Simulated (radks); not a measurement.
Initial-state core-level shifts of the aluminium ion Al+ when its valence configuration changes from [Ne] 3s2. All-electron calculation, Dirac Kohn-Sham, PBEsol, spin-unpolarised, spherical densities, point nucleus; open shells fill j = l - 1/2 first. Program: a radial shooting solver on a logarithmic mesh with Libxc functionals. Shifts are changes of the shell-averaged eigenvalues in eV (positive: less bound).

valence          1s      2s      2p
3s1 3p1      -1.760  -1.726  -1.710
3s1.5 3p0.5  -0.891  -0.874  -0.866
3p2          -3.437  -3.374  -3.340
3s0.5 3p1.5  -2.608  -2.559  -2.534
